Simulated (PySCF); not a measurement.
C₁₀H₈S, SMILES c1ccc(-c2cccs2)cc1. Atoms are numbered in the order given.

```xyz
19

C      0.0818    -3.5096     0.0000
C      1.2352    -2.7195     0.0000
C      1.1372    -1.3285     0.0000
C     -0.1182    -0.6868     0.0000
C     -0.2335     0.7728     0.0000
C     -1.3755     1.5588     0.0000
C     -1.1065     2.9526     0.0000
C      0.2410     3.2313     0.0000
S      1.1835     1.7917     0.0000
C     -1.2724    -1.4980     0.0000
C     -1.1715    -2.8882     0.0000
H      0.1583    -4.6004     0.0000
H      2.2229    -3.1896     0.0000
H      2.0522    -0.7281     0.0000
H     -2.3844     1.1430     0.0000
H     -1.8787     3.7245     0.0000
H      0.7334     4.2038     0.0000
H     -2.2620    -1.0349     0.0000
H     -2.0830    -3.4932     0.0000
```

Geometry: r2SCAN-D4/def2-SVP. The geometry has at least one imaginary mode, so it is a saddle point at that level. Other conformers were not sampled.

Computed with TDA-PBE0/def2-SVP in PySCF 2.14.0.

Vertical excitations. The molecule is in vacuum. State labels are in the subgroup Cs.

Computed UV-visible absorptions:
```csv
state,symmetry,energy (eV),λ (nm),f,main pairs
S1,A',4.61,269,0.671,HOMO→LUMO 93 %
S2,A',4.78,259,0.003,"HOMO→LUMO+1 58 %, HOMO−2→LUMO 20 %, HOMO−1→LUMO 19 %"
S3,A',5.37,231,0.046,"HOMO−1→LUMO 54 %, HOMO−2→LUMO 26 %, HOMO→LUMO+2 10 %"
S4,A',5.73,216,0.045,"HOMO→LUMO+1 32 %, HOMO−2→LUMO 29 %, HOMO−1→LUMO 17 %, HOMO−3→LUMO+1 8 %"
S5,A',5.96,208,0.040,"HOMO−3→LUMO 42 %, HOMO→LUMO+2 36 %, HOMO−2→LUMO 11 %"
S6,A",6.01,206,0.000,HOMO→LUMO+3 97 %
S7,A',6.26,198,0.075,"HOMO−1→LUMO+1 77 %, HOMO−2→LUMO+1 22 %"
S8,A',6.51,190,0.043,"HOMO−2→LUMO+1 31 %, HOMO−3→LUMO 29 %, HOMO→LUMO+2 27 %, HOMO−1→LUMO+1 6 %"
S9,A",6.78,183,0.001,"HOMO−4→LUMO 70 %, HOMO−1→LUMO+3 22 %"
S10,A",6.82,182,0.000,"HOMO−1→LUMO+3 54 %, HOMO−4→LUMO 27 %, HOMO−2→LUMO+3 14 %"
T1,A',2.86,434,0,HOMO→LUMO 93 %
T2,A',4.12,301,0,"HOMO→LUMO+1 28 %, HOMO−1→LUMO 24 %, HOMO→LUMO+2 17 %, HOMO−3→LUMO 13 %"
T3,A',4.18,296,0,"HOMO−1→LUMO 51 %, HOMO−3→LUMO 14 %, HOMO−2→LUMO+1 10 %, HOMO→LUMO+2 9 %"
T4,A',4.28,290,0,"HOMO→LUMO+1 39 %, HOMO−2→LUMO 35 %, HOMO→LUMO+2 7 %"
```
Triplets are in the Tamm–Dancoff approximation.
